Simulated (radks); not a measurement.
Removal energies from the silver ion Ag5+, [Kr] 4d6, by Delta-SCF beside the eigenvalue of the level emptied. Method: scalar-relativistic Kohn-Sham, BLYP, spin-polarised, spherical densities, finite nucleus; Fermi nuclear charge, rms radius of each element as measured or else 0.836 A^(1/3) + 0.57 fm; computed with a radial shooting solver on a logarithmic mesh with Libxc functionals. Open shells are filled with parallel spins first.

removed from,final configuration,Delta-SCF (eV),-eigenvalue (eV)
4d,[Kr] 4d5,83.599,74.925
4p,[Ar] 3d10 4s2 4p5 4d6,139.79,130.03
4s,[Ar] 3d10 4s1 4p6 4d6,177.86,167.61
3d,[Ar] 3d9 4s2 4p6 4d6,458.21,436.08
